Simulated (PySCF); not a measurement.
## Magnetic susceptibility: [C$_{6}$H$_{9}$O]+, charge +1

Geometry:
```tsv
atom	x (Å)	y (Å)	z (Å)
C1	-1.332	-0.868	1.486
O2	-0.406	0.110	1.002
C3	-0.375	0.400	-0.457
C4	-0.285	1.857	-0.795
C5	0.738	-0.330	0.109
C6	2.151	-0.389	0.441
C7	1.543	-1.534	0.186
H8	-2.315	-0.401	1.553
H9	-0.999	-1.158	2.483
H10	-1.379	-1.747	0.842
H11	-1.127	-0.162	-1.008
H12	0.450	2.360	-0.172
H13	0.009	1.960	-1.837
H14	-1.252	2.338	-0.665
H15	3.014	0.169	0.712
H16	1.559	-2.594	0.092
```

Total charge +1.

Computed, not measured: PySCF 2.14.0, GIAO B97-D/3-21G magnetisability, rotational g tensor and spin-rotation constants, non-relativistic, gas phase. Geometry: GFN2-xTB.

The bonding changed while the geometry was optimised; results refer to the coordinates, not to the name. For an ion the centre-of-mass motion in the field is neglected.

What are the magnetisability and the molar susceptibility?

Isotropic -1072 × 10⁻³⁰ J/T², or -64.6 × 10⁻⁶ cm³/mol; principal values -1301, -1038, -879 × 10⁻³⁰ J/T², anisotropy 370 × 10⁻³⁰ J/T² (root of half the summed squared differences of the principal values). The susceptibility is in cgs units.

Split it along the inertial axes a, b, c into diamagnetic and paramagnetic parts about the centre of mass, with the quadrupole moment.


| axis | χ (10⁻⁶ cm³/mol) | diamagnetic (10⁻⁶ cm³/mol) | paramagnetic (10⁻⁶ cm³/mol) | summed x² of all electrons (Å²) | quadrupole Θ (D Å) |
| --- | --- | --- | --- | --- | --- |
| a | -53.4 | -441.4 | 387.9 | 100.4 | +6.11 |
| b | -74.9 | -520.4 | 445.5 | 81.8 | +3.87 |
| c | -65.4 | -773.1 | 707.7 | 22.2 | -9.98 |

Anisotropies 2χaa − χbb − χcc = +33.4 and 2χbb − χaa − χcc = -31.1 × 10⁻⁶ cm³/mol. Θ is traceless in Buckingham's convention.

And the rotational g tensor?


```
axis  rotational constant (GHz)        g  nuclear part  electronic part
   a                     3.5028  -0.0063        0.6321          -0.6384
   b                     2.7546  +0.0246        0.6010          -0.5765
   c                     1.7693  +0.0146        0.6028          -0.5882
```
Asymmetric top; isotopes 12C, 1H, 16O; no vibrational averaging.
